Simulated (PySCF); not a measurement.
## TlC: from constants to spectrum

UHF-CCSD(T) constants of TlC, ⁴Σ⁻ (quartet), unpaired electrons σ ↑, π ↑↑ (PySCF, scalar-relativistic core potentials, basis sets Tl def2-SVP with ECP60, C def2-SVP; masses 204.9744 and 12.0000 u):

```
ωe           : 434.6 cm⁻¹
ωexe         : 1.98 cm⁻¹
Be           : 0.27961 cm⁻¹
αe           : 0.00195 cm⁻¹
De to Tl + C : 2.33 eV
```

(1) What force constant and bond length do these constants imply?

(2) Estimate the centrifugal constant D from the Kratzer relation and find the Dunham coefficient a1.

Correlated steps freeze 5 core orbitals. Correlated levels converge slowly with the basis: in double zeta they bind strong bonds too weakly, by up to about 1 eV, and carry superposition errors of some tenths. Spin–orbit coupling is left out, which matters for elements this heavy, above all for dissociation energies. The state is the lowest determinant that a PBE0 search found; another state may lie lower at other levels.

Answers

(1) Reduced mass μred = 11.336 u; k = 5.8918×10⁻⁷·μred·ωe² (u, cm⁻¹, mdyn/Å) = 1.26 mdyn/Å; Re = √(16.8576/(μred·Be)) (u, cm⁻¹, Å) = 2.306 Å.

(2) D = 4Be³/ωe² = 4.63e-07 cm⁻¹; a1 = −1 − αeωe/(6Be²) = -2.81.
